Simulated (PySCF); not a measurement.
## Bond curve of GdSi

Set-up: PySCF, spin-free X2C with a Gaussian nucleus, basis sets Gd x2c-SVPall, Si x2c-SVPall. Energies in eV from Gd (4f7 5d1 6s2) + Si in their ground configurations at the same level. State: 2S+1 = 11, about 7.0 electrons in the 4f shell (Mulliken).

All columns are PBE0. A positive dipole means Gd(−)Si(+).

```
R (Å)  E (eV)  μ (D)  Mulliken charge on Gd (basis-dependent)  HOMO (eV)  LUMO (eV)  Mayer bond order   ⟨S²⟩
2.311  -1.769  -3.68                                     0.08      -4.23      -2.64              2.21  30.02
2.418  -2.243  -3.87                                     0.09      -4.32      -2.50              2.15  30.02
2.526  -2.503  -3.96                                     0.09      -4.39      -2.39              2.10  30.03
2.606  -2.594  -3.99                                     0.10      -4.45      -2.32              2.05  30.03
2.687  -2.618  -3.97                                     0.11      -4.50      -2.26              2.00  30.04
2.768  -2.590  -3.94                                     0.12      -4.55      -2.25              1.95  30.04
2.875  -2.496  -3.87                                     0.13      -4.61      -2.34              1.86  30.05
3.009  -2.318  -3.80                                     0.14      -4.69      -2.44              1.74  30.07
3.171  -2.059  -3.80                                     0.16      -4.79      -2.55              1.59  30.08
3.386  -1.690  -3.96                                     0.18      -4.90      -2.68              1.41  30.09
```

A fit through these points gives, at Re = 2.680 Å, μ = -3.98 D and dμ/dR = 0.303 D/Å; the reduced mass is 23.77 u.

Question: How strong is the fundamental in the double-harmonic approximation, I = 42.26·(dμ/dR)²/μred km/mol?

Answer: I = 42.26·(0.303)²/23.77 = 0.163 km/mol at PBE0.

Spin–orbit coupling is left out, which matters for elements this heavy, above all for dissociation energies. With d or f electrons several states lie close, and the lowest PBE0 determinant need not be the measured ground state.
